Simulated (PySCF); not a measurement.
**Electron correlation in Zn³⁺ (zinc, charge +3)**

[Ar] 3d9, 2D determinant. Computed with PySCF 2.14 in aug-cc-pwCVDZ-PP with ECP10MDF (6s6p5d3f, 70 functions), with a scalar-relativistic core potential. Frozen: 3s2 3p6; 9 electrons correlated.

| level | correlation energy (mhartree) |
| --- | --- |
| CCSD | -313.07 |
| (T) | -5.19 |
| CCSD(T) | -318.26 |

Diagnostics: T1 = 0.0039, D1 = 0.0058, largest double amplitude 0.013.

Cost of the coupled-cluster step: about 9 core-seconds, for 9 correlated electrons.

Iterations:

```
CC2 = 0
CCSD nocc = (np.int64(5), np.int64(4)), nmo = (66, 66)
frozen orbitals [[0, 1, 2, 3], [0, 1, 2, 3]]
max_cycle = 100
direct = 0
conv_tol = 1e-08
conv_tol_normt = 1e-06
diis_space = 8
diis_start_cycle = 0
Init t2, MP2 energy = -0.331245441115195
Init E_corr(UCCSD) = -0.331245441115853
cycle = 1  E_corr(UCCSD) = -0.309299680208037  dE = 0.0219457609  norm(t1,t2) = 0.0282653
cycle = 2  E_corr(UCCSD) = -0.313439219128171  dE = -0.00413953892  norm(t1,t2) = 0.00683211
cycle = 3  E_corr(UCCSD) = -0.312983004754539  dE = 0.000456214374  norm(t1,t2) = 0.00246763
cycle = 4  E_corr(UCCSD) = -0.313043157863804  dE = -6.01531093e-05  norm(t1,t2) = 0.000944473
cycle = 5  E_corr(UCCSD) = -0.313085770244747  dE = -4.26123809e-05  norm(t1,t2) = 0.000244912
cycle = 6  E_corr(UCCSD) = -0.313071793514447  dE = 1.39767303e-05  norm(t1,t2) = 0.000103213
cycle = 7  E_corr(UCCSD) = -0.313073513507122  dE = -1.71999268e-06  norm(t1,t2) = 3.57219e-05
cycle = 8  E_corr(UCCSD) = -0.313074268270481  dE = -7.5476336e-07  norm(t1,t2) = 7.87497e-06
cycle = 9  E_corr(UCCSD) = -0.313073978080956  dE = 2.90189526e-07  norm(t1,t2) = 3.10211e-06
cycle = 10  E_corr(UCCSD) = -0.313073992999759  dE = -1.49188033e-08  norm(t1,t2) = 1.04701e-06
cycle = 11  E_corr(UCCSD) = -0.313074000216238  dE = -7.21647908e-09  norm(t1,t2) = 4.76493e-07
UCCSD converged
E(UCCSD) = -223.9988739290912  E_corr = -0.313074000216238
UCCSD(T) correction = -0.00518501396507802
```
